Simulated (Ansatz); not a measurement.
Gas-phase electronic energies from Ansatz, PBE0-D4/def2-TZVP geometries. CBS: MP2 limit from def2 TZ/QZ plus the TZ coupled-cluster correction, frozen cores. This one scheme is used for every species. Functionals use def2-TZVPP. One conformer a species, not always the lowest.

Consider the ligand exchange at a B–C bond: `OC(F)B(F)F` + HCl → `FB(F)Cl` + `OCF`.

(1) Is it downhill or uphill in electronic energy at CCSD(T)/CBS, and by how much? (Estimate.)

(2) What do these levels give: CAM-B3LYP-D4, B2PLYP, BLYP, r2SCANh, r2SCAN0, CCSD/def2-SVP? (Best estimate.)

Largest T1 diagnostic among the species: 0.013.

Results:

(1) The calculation gave: Downhill: ΔE = -0.99 eV.

(2) The calculation gave: CAM-B3LYP-D4 -0.97, B2PLYP -1.03, BLYP -1.01, r2SCANh -1.05, r2SCAN0 -1.06, CCSD/def2-SVP -1.04 eV.

At CCSD(T), def2-SVP lies −0.05 eV from the extrapolated value and def2-TZVPP −0.00 eV. Leaving LDA and LC-ωPBE aside and taking each functional with its dispersion term where it has one, the values, not all of them listed here, spread over 0.09 eV, from B97M-V to CAM-B3LYP-D4. LDA lies +0.04 eV from PBE without D4.
